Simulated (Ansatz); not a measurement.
One change: `F[CH2][GeH3]` becomes `F[CH]([SiH3])[GeH3]`.

Ansatz, PBE0-D4/def2-TZVP geometries, multiplicity 1. 

Scalar relativity is left out up to krypton.

```json
{"property": "HOMO–LUMO gap (PBE0/def2-TZVPP) / eV", "`F[CH2][GeH3]`": "9.28"}
{"property": "LUMO energy (B3LYP/def2-TZVPP) / eV", "`F[CH2][GeH3]`": "0.48"}
{"property": "LUMO energy (ωB97M-V/def2-TZVPP) / eV", "`F[CH2][GeH3]`": "2.38"}
{"property": "HOMO energy (ωB97M-V/def2-TZVPP) / eV", "`F[CH2][GeH3]`": "-10.76"}
{"property": "HOMO–LUMO gap (ωB97M-V/def2-TZVPP) / eV", "`F[CH2][GeH3]`": "13.14"}
{"property": "LUMO energy (PBE/def2-TZVPP) / eV", "`F[CH2][GeH3]`": "-0.03"}
```

(1) What does the change do to each property? (Estimate.)

Results:

(1) Ansatz gave: 
| property | `F[CH]([SiH3])[GeH3]` | shift |
| --- | --- | --- |
| HOMO–LUMO gap (PBE0/def2-TZVPP) / eV | 8.39 | -0.89 |
| LUMO energy (B3LYP/def2-TZVPP) / eV | -0.03 | -0.51 |
| LUMO energy (ωB97M-V/def2-TZVPP) / eV | 1.80 | -0.58 |
| HOMO energy (ωB97M-V/def2-TZVPP) / eV | -10.39 | 0.37 |
| HOMO–LUMO gap (ωB97M-V/def2-TZVPP) / eV | 12.19 | -0.95 |
| LUMO energy (PBE/def2-TZVPP) / eV | -0.65 | -0.62 |

With PBE0 the HOMO rises by 0.31 eV and the LUMO falls by 0.58 eV, so the gap narrows by about 0.89 eV. PBE moves the HOMO by 0.20 eV and ωB97M-V by 0.37 eV.

B3LYP here is the variant with VWN-RPA as its local correlation; programs differ in this.
